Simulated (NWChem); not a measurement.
System: GaF2, doublet; SMILES [F][Ga][F]

In the optimisation the excess spin sits in a1 (C2v, its own frame). This spin state was assumed; another may lie lower.

Problem. Give the equilibrium geometry at PBE0/def2-SVP, spin-unrestricted (NWChem) as an XYZ file, with the point group.

Solution. point group C2v; any orientation.
```
3

Ga     0.0000     0.0000     0.4104
F     -1.4967     0.0000    -0.5099
F      1.4967     0.0000    -0.5099
```
